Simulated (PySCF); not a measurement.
ORD: SMILES C[C@@H]1[SiH2][C@@H]1N(C)C, C₅H₁₃NSi

Geometry:
```csv
atom,x (Å),y (Å),z (Å)
C1,1.780,-1.121,-0.693
C2,1.590,0.310,-0.250
Si3,1.369,0.720,1.579
C4,0.174,0.792,0.116
N5,-0.895,-0.163,0.030
C6,-1.965,0.136,0.956
C7,-1.403,-0.273,-1.323
H8,1.638,-1.224,-1.769
H9,2.787,-1.466,-0.458
H10,1.062,-1.762,-0.190
H11,2.141,1.012,-0.868
H12,1.239,-0.393,2.498
H13,1.897,1.974,2.089
H14,-0.078,1.777,-0.298
H15,-2.458,1.098,0.739
H16,-1.563,0.175,1.968
H17,-2.714,-0.654,0.903
H18,-0.581,-0.484,-2.002
H19,-2.119,-1.094,-1.373
H20,-1.904,0.650,-1.658
```

Level of theory: PySCF 2.14.0, TDDFT PBE0/def2-SVPD circular dichroism and optical rotation, one conformer, gas phase. Geometry: GFN2-xTB.

The molecule is flexible and this is one conformer; a measurement averages over conformers. States above about 6.0 eV (minus the energy of the highest occupied orbital) lie near or above the ionisation threshold and depend on the basis.

Stereocentres: C2 S, C4 S.

(1) What is the specific rotation at 633, 589.3, 546, 436, 405, 365, 355 nm?

(2) And for the mirror image at 589.3 nm?

(3) What is the molar rotation [Φ] = [α]·M/100 of the geometry above at 589.3 nm?

## Answers

(1) [α] in deg dm⁻¹ (g/mL)⁻¹:
| λ (nm) | origin-invariant length gauge | modified velocity gauge | length gauge (centre of mass) | isotropic polarisability (au) |
| --- | --- | --- | --- | --- |
| 633 | +121.0 | +132.9 | +120.2 | 101.5 |
| 589.3 | +148.9 | +163.1 | +147.9 | 102.0 |
| 546 | +187.9 | +205.3 | +186.8 | 102.6 |
| 436 | +411.4 | +444.8 | +409.3 | 105.3 |
| 405 | +556.0 | +598.7 | +553.3 | 106.5 |
| 365 | +898.6 | +961.5 | +894.9 | 108.8 |
| 355 | +1036.0 | +1106.4 | +1031.9 | 109.6 |

(2) -148.9 deg dm⁻¹ (g/mL)⁻¹ (origin-invariant length gauge): the same size and the opposite sign.

(3) With M = 115.25 g/mol, +171.6 deg cm² dmol⁻¹ (origin-invariant length gauge).

The first excitation lies at 5.23 eV (237 nm) with R = +48.8 × 10⁻⁴⁰ esu² cm² (velocity form).
